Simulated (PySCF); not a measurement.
Ta(Cl)4(SH) (Cl4HSTa), SMILES [SH][Ta]([Cl])([Cl])([Cl])[Cl], multiplicity 1. Geometry optimised at PBE0-D3(BJ)/def2-SVP. The spin state was assumed, not searched. The structure was generated by enumeration; whether it is a known compound was not checked. The def2 effective core potentials stand for the cores of Ta; spin–orbit coupling is left out. One conformer was computed; it need not be the lowest.

Computed equilibrium geometry at PBE0-D3(BJ)/def2-SVP (PySCF confirms it by a frequency run) as Cartesian coordinates in Å, and its point group (one conformer of several):
point group Cs.
```xyz
7

Ta    -0.0590     0.0053     0.0000
Cl    -1.2015     0.0646     1.9802
Cl     0.0584    -2.3092     0.0000
Cl     0.2682     2.3089     0.0000
Cl    -1.2015     0.0646    -1.9802
S      2.3094    -0.2283     0.0000
H      2.6578     1.0778     0.0000
```
